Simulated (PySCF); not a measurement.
A small calculation by hand: oscillator strength and radiative lifetime

C₇H₉O, SMILES Cc1ccc([OH2+])cc1, charge +1.

Geometry: PBE0-D3(BJ)/def2-SVP. The isomer is the one that the SMILES or the coordinates give; other isomers of the formula were not compared.

PySCF with TDA-LC-ωPBE/def2-SVPD puts the first singlet state with f over 0.02 at 6.44 eV (vertical), with the transition dipole (0.472, -0.073, 0.084) in atomic units.

**Question.** Find the oscillator strength, the wavelength and the radiative lifetime that this transition would have in vacuum if emission retraced absorption.

**Answer.** 
|μ|² = 0.2352 au, so |μ| = 1.23 D. ΔE = 6.44/27.211 = 0.2367 hartree. f = (2/3) ΔE |μ|² = 0.037 (the program prints 0.037).
λ = 1239.84/6.44 = 193 nm; ν = 51942 cm⁻¹.
Einstein's coefficient A = 0.6670 ν² f s⁻¹ (ν in cm⁻¹) = 6.7e7 s⁻¹, so τ = 1/A = 15 ns. This state is S2; the lower singlet has f = 0.001. The figure is the radiative limit of this one transition; relaxation, internal conversion, crossing to triplets and a medium change what is measured.
